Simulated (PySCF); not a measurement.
PySCF 2.14 output of an unrestricted LC-wPBE calculation on a single atom or ion in dyall-av3z (19s12p3d2f, 84 functions), with the spin-free X2C one-electron Hamiltonian (Gaussian nucleus):

```
SCF conv_tol = 1e-09
number electrons alpha = 7  beta = 5
    O. A. Vydrov and G. E. Scuseria.,  J. Chem. Phys. 125, 234109 (2006)
cycle= 1 E= -287.632629492686  delta_E= -0.00885  |g|= 0.0205  |ddm|= 0.0774
cycle= 2 E= -287.63287866264  delta_E= -0.000249  |g|= 0.00673  |ddm|= 0.0206
cycle= 3 E= -287.632901142666  delta_E= -2.25e-05  |g|= 0.00199  |ddm|= 0.0054
cycle= 4 E= -287.632905257649  delta_E= -4.11e-06  |g|= 0.000209  |ddm|= 0.00322
cycle= 5 E= -287.632905361723  delta_E= -1.04e-07  |g|= 2.19e-05  |ddm|= 0.000614
cycle= 6 E= -287.632905362849  delta_E= -1.13e-09  |g|= 1.49e-05  |ddm|= 0.000106
cycle= 7 E= -287.63290536314  delta_E= -2.92e-10  |g|= 7.72e-06  |ddm|= 4.54e-05
converged SCF energy = -287.63290536314  <S^2> = 2.0000133  2S+1 = 3.0000089
```

The run itself started from symmetry-adapted Hartree-Fock orbitals and held the occupation by maximum overlap, on a logarithmic radial grid, so the iterations belong to that start.

Task: Which element, charge and spin multiplicity is this?

Result: Si²⁺ (silicon, charge +2), multiplicity 3; the state was [Ne] 3d2, high-spin 3F determinant (an excited configuration).

The outer electron is Rydberg-like, and this basis confines it to a smaller radius and binds it less than a complete one would.
